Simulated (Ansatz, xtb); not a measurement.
## Relaxing a trial structure of CH3BBrMg

The starting geometry of this gas-phase doublet was built from a drawn formula by distance geometry and a force field; its bonds are those of `[CH2][Mg][BH]Br`.

```xyz
7

C    -0.6285   -2.1295    2.3686
B     1.1002    1.7727    3.1574
Br    2.1473    2.7606    1.8049
Mg    0.2175   -0.2555    2.7432
H     0.1381   -2.8405    1.9513
H    -1.4726   -2.0758    1.6235
H     0.8987    2.2995    4.2097
```

**Question.** Where would you expect an optimisation with r2SCAN-D4/def2-SVP to take it?

**Answer.** It keeps its bonds, and is `[CH2][Mg][BH]Br`.

The energy falls by 0.42 eV over 35 steps:

```csv
step,E − E(last) (eV)
1,0.417
5,0.009
9,0.007
12,0.006
16,0.005
20,0.004
24,0.002
27,0.001
31,0.000
35,0.000
```

Final geometry (Å):

```yaml
atoms:
  - { symbol: C, position_ang: [-0.5192, -2.0444, 2.0645] }
  - { symbol: B, position_ang: [0.9909, 1.8664, 3.1957] }
  - { symbol: Br, position_ang: [2.5576, 2.4238, 2.1906] }
  - { symbol: Mg, position_ang: [0.1626, -0.1797, 2.6368] }
  - { symbol: H, position_ang: [-0.0611, -2.6958, 1.3002] }
  - { symbol: H, position_ang: [-1.4062, -2.5584, 2.4742] }
  - { symbol: H, position_ang: [0.6762, 2.7195, 3.9966] }
```

From the same start GFN2-xTB reaches the same bonding as this run.

The end wasn't checked by frequencies. Open shells are spin-unrestricted. Run with Ansatz 0.2.0, 4.6 min on 2 threads of Arm Neoverse V1, on a shared host.
